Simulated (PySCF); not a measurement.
PySCF 2.14 output of an unrestricted M06-2X calculation on a single atom or ion in def2-SVP (3s2p1d, 14 functions), with no relativity, point nucleus:

```
SCF conv_tol = 1e-09
number electrons alpha = 5  beta = 3
    Y. Zhao and D. G. Truhlar.,  Theor. Chem. Acc. 120, 215 (2008)
    Y. Zhao and D. G. Truhlar.,  Theor. Chem. Acc. 120, 215 (2008)
cycle= 1 E= -74.9725380290512  delta_E= -0.00107  |g|= 0.00732  |ddm|= 0.0347
cycle= 2 E= -74.972560215266  delta_E= -2.22e-05  |g|= 0.00176  |ddm|= 0.00692
cycle= 3 E= -74.9725616581958  delta_E= -1.44e-06  |g|= 0.000832  |ddm|= 0.00218
cycle= 4 E= -74.9725619747117  delta_E= -3.17e-07  |g|= 9.44e-05  |ddm|= 0.000759
cycle= 5 E= -74.972561983526  delta_E= -8.81e-09  |g|= 6.08e-06  |ddm|= 0.00016
cycle= 6 E= -74.9725619835608  delta_E= -3.48e-11  |g|= 4.95e-07  |ddm|= 9.59e-06
converged SCF energy = -74.9725619835608  <S^2> = 2.0027693  2S+1 = 3.0018456
```

The run itself started from symmetry-adapted Hartree-Fock orbitals and held the occupation by maximum overlap, on a logarithmic radial grid, so the iterations belong to that start.

Question: Which element, charge and spin multiplicity is this?

Answer: O (oxygen, neutral), multiplicity 3; the state was [He] 2s2 2p4, high-spin 3P determinant.
